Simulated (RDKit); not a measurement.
Relaxed torsion scan: SMILES C=C/C=C\c1ccco1 (C8H8O). Scanned: dihedral C1–C2–C3–C4 and dihedral C3–C4–C5–O9; all other coordinates were relaxed at GFN2-xTB. Points at φ and −φ are mirror images.

Atom numbering (GFN2-xTB optimised geometry, Å):
```
17

C      3.2511     1.0061     0.0387
C      1.9781     0.6176    -0.0233
C      1.5919    -0.7412    -0.2952
C      0.3377    -1.2246    -0.3768
C     -0.9077    -0.5310    -0.2185
C     -2.1811    -1.0518    -0.3075
C     -3.0707     0.0168    -0.0774
C     -2.2886     1.1117     0.1354
O     -0.9884     0.7939     0.0529
H      3.5265     2.0262     0.2431
H      4.0619     0.3119    -0.1139
H      1.1860     1.3338     0.1336
H      2.4090    -1.4354    -0.4479
H      0.2021    -2.2768    -0.5897
H     -2.4373    -2.0714    -0.5121
H     -4.1408    -0.0207    -0.0706
H     -2.5298     2.1348     0.3474
```

Level of theory: MMFF94 // GFN2-xTB (RDKit).

Energy in kJ/mol above the lowest grid point; x is the dihedral C1–C2–C3–C4 (°), y the dihedral C3–C4–C5–O9 (°).

```
y \ x  -150  -120   -90   -60   -30     0    30    60    90   120   150   180
-----  ----  ----  ----  ----  ----  ----  ----  ----  ----  ----  ----  ----
180    15.9  24.6  23.4  19.5  33.4  59.1  33.4  19.5  23.4  24.6  15.9  12.8
150    17.6  29.1  25.4  15.9  24.7  44.2  52.3  29.4  27.1  25.4  11.9   7.0
120    20.6  35.2  34.3  24.2  29.5  43.7  45.5  35.1  34.7  33.0  18.5  11.4
90     26.4  42.5  43.1  33.1  38.0  46.2  42.4  35.7  41.7  39.5  24.6  17.1
60     18.5  36.0  37.9  29.6  39.1  40.5  34.0  28.8  35.7  32.3  17.1   9.2
30      9.9  26.7  29.8  23.7  36.1  43.6  25.5  20.2  28.5  24.0   9.8   2.0
0       7.3  22.2  26.6  19.0  28.7  47.3  28.7  19.0  26.6  22.2   7.3   0.0
-30     9.8  24.0  28.5  20.2  25.5  43.6  36.1  23.7  29.8  26.7   9.9   2.0
-60    17.1  32.3  35.7  28.8  34.0  40.5  39.1  29.6  37.9  36.0  18.5   9.2
-90    24.6  39.5  41.7  35.7  42.4  46.2  38.0  33.1  43.1  42.5  26.4  17.1
-120   18.5  33.0  34.7  35.1  45.5  43.7  29.5  24.2  34.3  35.2  20.6  11.4
-150   11.9  25.4  27.1  29.4  52.3  44.2  24.7  15.9  25.4  29.1  17.6   7.0
```

The six lowest points that lie below all their neighbours on the grid: x = 180, y = 0 (0.0 kJ/mol); x = 180, y = -150 (7.0 kJ/mol); x = 180, y = 150 (7.0 kJ/mol); x = -60, y = 150 (15.9 kJ/mol); x = 60, y = -150 (15.9 kJ/mol); x = -60, y = 0 (19.0 kJ/mol). The lowest path on the grid from the first to the second passes x = 180, y = -90 at 17.1 kJ/mol.
